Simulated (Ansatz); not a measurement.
Saddle point of SiH₃SF₃, closed shell (SiHF₃ ([F][SiH]([F])[F]) + H₂S → SiH₂SF₂ ([F][SiH]([F])[SH]) + HF; bonds formed: Si1–S7, F2–H6; bonds broken: Si1–F2, H6–S7), PBE0-D4/def2-TZVP structure:

```
8
angstrom
Si -0.4741 0.1138 -0.5577
F 1.2552 -0.6003 -0.7476
F -1.0575 -1.1678 -1.2834
F -1.8413 0.7735 -0.0132
H 0.0251 1.2641 -1.3196
H 1.2329 -0.7341 0.4933
S 0.1997 -0.4451 1.5934
H 0.6602 0.7960 1.8348
```

Energies are electronic, without zero-point energy. Barriers and step energies count from the start structure reached by relaxing down the imaginary mode; all methods use the PBE0-D4 structures, on which another method's saddle can fall below an end. Program: Ansatz 0.2.0. Basis: def2-TZVPP, with def2-QZVPP for the basis limit. Cores are frozen in the correlated methods. B3LYP uses VWN-RPA correlation. Extrapolation: Hartree–Fock as exp(−7.88 √X), correlation as X^−2.97.

```csv
method,barrier (eV),step energy (eV)
SPW92,1.089,0.691
PBE-D4,?,0.711
BLYP-D4,1.755,0.862
r2SCAN-D4,1.693,0.888
B97M-V,1.933,0.961
PBE0-D4,1.706,0.776
B3LYP-D4,?,0.911
r2SCAN0-D4,1.850,0.903
BHLYP-D4,2.184,1.000
CAM-B3LYP-D4,1.948,0.975
wB97X-V,1.891,0.908
wB97M-V,1.857,0.915
B2PLYP,1.984,0.947
PBE-QIDH,?,0.856
RPA on PBE,2.032,0.995
HF,2.878,1.197
MP2,1.950,0.906
CCSD,2.195,0.999
CCSD(T),2.040,0.952
```

Q: Fill in the withheld barriers. (Judge from chemistry; the value comes from the calculation.)

A: Computed: B3LYP-D4 1.917; PBE-QIDH 1.888; PBE-D4 1.466 eV. Each is the energy of the saddle less that of the start structure, by the same method.

For comparison, the barrier by CCSD(T) at an estimated basis limit (MP2 extrapolated from triple and quadruple zeta, plus CCSD(T) − MP2 in triple zeta) is 1.987 eV.

T1 diagnostic: at most 0.013.

Labels in which every atom is bracketed show which atoms are joined, not bond orders.

For scale, one of the runs: CCSD(T)/def2-TZVPP, 219 basis functions, launched by `ansatz run in.yaml --threads 4 --pin off --events-out ev --progress --plain --max-ram 9574MiB`. The run took 87 s on 4 CPU threads of an Arm Neoverse V2 (shared host), with 3.4 GiB of host memory at its peak.
